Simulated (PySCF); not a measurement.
Z-matrix (Å, degrees):
```
Al
H 1 1.5857
H 1 1.5857 2 120.00
H 1 1.5857 2 120.00 3 179.95
```
Charge 0, multiplicity 1.

**Question.** Give the LUMO, HOMO and HOMO–LUMO gap at the level PBE-D3(BJ)/def2-TZVP // PBE0-D3(BJ)/def2-TZVP run with PySCF.

**Answer.** 
| Property | Value |
|---|---|
| LUMO | -2.53 eV |
| HOMO | -7.30 eV |
| HOMO–LUMO gap | 4.77 eV |
